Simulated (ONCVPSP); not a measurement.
## Configuration tests for strontium (Sr) (ONCV)

strontium (Sr), optimised norm-conserving Vanderbilt (ONCV), made with ONCVPSP 4.0.1 (LDA (Perdew-Wang 92), scalar-relativistic). Core [Ar] 3d10, reference 4s2 4p6 5s1 (charge +1). Waves: 4s+5s: rc 2.55 bohr, ncon 4, nbas 7, qcut 4.8 1/bohr, 2 projectors; 4p: rc 1.80 bohr, ncon 4, nbas 7, qcut 7.5 1/bohr, 2 projectors, debl 1.8 Ha; d scattering state at 0.22 Ha: rc 2.75 bohr, ncon 3, nbas 6, qcut 3.8 1/bohr, 1 projector. Local part: polynomial inside 1.45 bohr (lpopt 1, dvloc0 -1 Ha). Core correction: Teter function, fcfact 2.5, rcfact 1.6.

In the d channel the program set the typed energies aside and used -0.257 Ha.

Energies are relative to the spin-unpolarised reference configuration 4s2 4p6 5s1; without spin polarisation the order of configurations can differ from experiment.

```
valence configuration  charge  ΔE all-electron (eV)  error AE − PS (meV)
          4s2 4p6 5s2       0                -6.059                  0.0
          4s2 4p6 5s0      +2                11.176                 -2.5
        4s2 4p6 5s1.5    +0.5                -3.648                 +0.1
      4s2 4p6 5s1 5p1       0                -3.670                 +0.4
```
